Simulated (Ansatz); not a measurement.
BGeH₇Si (`B[SiH2][GeH3]`) at its PBE0-D4/def2-TZVP geometry, where that method's forces vanish. Charge 0, multiplicity 1.

```xyz
10

B     0.3109    1.1491    1.4864
Si   -0.7447    0.7360   -0.1428
Ge    0.3041   -1.2837   -0.9050
H     0.0146    0.6775    2.5442
H     1.3236    1.7806    1.4170
H    -0.6325    1.7281   -1.2468
H    -2.1809    0.4205    0.0885
H     0.2119   -2.3850    0.1643
H     1.7885   -1.0409   -1.2247
H    -0.3954   -1.7823   -2.1811
```

Q: What forces (eV/Å) does ωB97M-V/def2-TZVPP give on these atoms in Ansatz? (Best estimate.)

A: The calculation gave: 
```
B1   0.071  0.030  0.111
Si2 -0.072 -0.038 -0.121
Ge3 -0.019  0.003 -0.019
H4   0.045  0.067 -0.147
H5  -0.142 -0.090  0.013
H6  -0.015 -0.099  0.134
H7   0.160  0.048 -0.016
H8   0.011  0.073 -0.078
H9  -0.102 -0.024  0.023
H10  0.063  0.030  0.101
```
